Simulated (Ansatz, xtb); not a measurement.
**Relative energy of two isomers of C5H5NSSi**

Structure X is `N#C[SiH2]c1cccs1`, a singlet and structure Y is `N#Cc1cscc1[SiH3]`, a singlet. Both are isolated molecules in the gas phase, relaxed with PBE0-D3(BJ)/def2-SVP, each in the lowest conformer that the search found.

Which of the two would you expect CCSD(T)/def2-SVP + ΔMP2/def2-TZVPP electronic energies to favour?

Structure X; the calculation gives E(Y) − E(X) = +11.4 kcal/mol.

Level by level:

```
                             level              geometry  E(Y) − E(X) (kcal/mol)  departure from the last row (kcal/mol)  job, with rough time for the two
                          GFN2-xTB              GFN2-xTB                     −12.1                                   −23.4              optimisation, 0.31 s
                         HF/STO-3G              GFN2-xTB                     +10.8                                    −0.6               single point, 1.2 s
                r2SCAN-D4/def2-SVP              GFN2-xTB                      +8.0                                    −3.3               single point, 7.2 s
              PBE0-D3(BJ)/def2-SVP  PBE0-D3(BJ)/def2-SVP                      +7.3                                    −4.1                optimisation, 83 s
                       HF/def2-SVP  PBE0-D3(BJ)/def2-SVP                     +10.7                                    −0.7           part of the CCSD(T) run
                      MP2/def2-SVP  PBE0-D3(BJ)/def2-SVP                      +7.4                                    −4.0           part of the CCSD(T) run
                  CCSD(T)/def2-SVP  PBE0-D3(BJ)/def2-SVP                      +7.7                                    −3.6                      single point
CCSD(T)/def2-SVP + ΔMP2/def2-TZVPP  PBE0-D3(BJ)/def2-SVP                     +11.4                                                       single point, 2 min
```

As drawn, Y has 1 C–C, 1 Si–H in place of 1 C–Si, 1 C–H.

GFN2-xTB puts the two in the other order. The largest departure from CCSD(T)/def2-SVP + ΔMP2/def2-TZVPP is that of GFN2-xTB, 23.4 kcal/mol. The last row adds to CCSD(T) the change of the MP2 difference between the two basis sets, here +3.6 kcal/mol, a large step that makes the value less sure.

With thermal terms from frequencies at re-optimised GFN2-xTB minima (ideal gas, soft modes damped towards free rotors, one conformer each, 298.15 K, 1 atm): the zero-point term adds −1.5 kcal/mol; ΔH is +9.9 and ΔG +9.8 kcal/mol.

The correlated steps freeze 16 core orbitals. Codes used: Ansatz 0.2.0, xtb 6.7.1; the last row on 2 threads of Intel(R) Xeon(R) Processor @ 2.70GHz on a shared host.
